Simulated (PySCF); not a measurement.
C₃H₈O₂Si (SMILES C=C[Si](C)(O)O), singlet, geometry from GFN2-xTB. Base run: PySCF with PBE/6-31G, polarisability.

Here is a job for PySCF.
```python
from pyscf import gto, scf, dft
from pyscf.prop import polarizability

mol = gto.Mole()
mol.atom = '''
    C     2.46446796   -0.37070090    0.27088443
    C     1.29792280   -0.85913292   -0.12027879
    Si   -0.35257282    0.06719558   -0.07171599
    C    -1.61609378   -0.90307529    0.95779349
    O    -0.99328919    0.22623412   -1.55844503
    O    -0.12944015    1.60190803    0.46270682
    H     2.55825874    0.63325585    0.65484030
    H     3.38213526   -0.93783503    0.22226374
    H     1.27817278   -1.87350490   -0.49958732
    H    -2.52158598   -0.32336539    1.10856747
    H    -1.22314559   -1.16871550    1.93495670
    H    -1.89753301   -1.82242479    0.45677333
    H    -0.74077432    0.97019883   -2.09919910
    H     0.20454426    1.75397044    1.34091953
'''
mol.basis = '6-31g'
mol.verbose = 3
mol.build()

mf = dft.RKS(mol)
mf.xc = 'pbe'
mf.kernel()
alpha = mf.Polarizability().polarizability()[2, 2]
print('alpha_zz =', alpha)
```

**Question.** The base was run again with changes. Order these runs by alpha_zz (bohr³), lowest first: functional = hf | basis = 6-31+G* | functional = camb3lyp | functional = lda,vwn | basis = STO-3G | basis = def2-SVP.

**Answer.** basis = STO-3G (alpha_zz (bohr³) 27.38), functional = hf (alpha_zz (bohr³) 40.66), functional = camb3lyp (alpha_zz (bohr³) 43.23), functional = lda,vwn (alpha_zz (bohr³) 46.12), basis = def2-SVP (alpha_zz (bohr³) 48.64), basis = 6-31+G* (alpha_zz (bohr³) 59.02)

Finite-field rows take the second difference of the energy in a field along z; a small field with loose convergence shows SCF noise divided by the square of the field, and a large one adds hyperpolarisability.
